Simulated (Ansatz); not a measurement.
A made-up structure of CH₂SeSi, singlet:

C1  (-0.564, -0.655, 0.085)
Si2  (0.196, 0.792, -0.148)
Se3  (1.551, -0.895, 0.333)
H4  (-1.253, -1.471, 0.193)
H5  (-1.374, 0.007, 0.253)
(Å)

It is relaxed with PBE-D4/def2-SVP and then PBE0-D4/def2-TZVP (Ansatz 0.2.0). Atoms count as bonded within 1.22 times the sum of their covalent radii (H–H: 0.88 Å). The end point is not checked to be a true minimum.

(1) Does its bonding change? (Judge from chemistry; the calculation decides.)

Answers

(1) By the calculation: No: no bond forms or breaks.

Where it ends: The first stage lowers the energy by 3.22 eV in 10 steps. It ends as CH₂SeSi ([CH2]1[Si][Se]1):
```xyz
5
angstrom
C -0.6791 -0.5388 0.1791
Si 0.3620 0.7039 -0.7934
Se 1.2438 -0.7684 0.6187
H -1.1024 -1.4064 -0.3194
H -1.2684 -0.2109 1.0309
```

Labels in which every atom is bracketed show which atoms are joined, not bond orders.

For scale, one of the runs: PBE0-D4/def2-TZVP relaxation, 128 basis functions, launched by `ansatz run in.yaml --threads 2 --pin off --events-out ev --progress --plain --max-ram 4352MiB`. Hardware: 2 CPU threads of an Arm Neoverse V1, shared host. Wall time about 15 s.
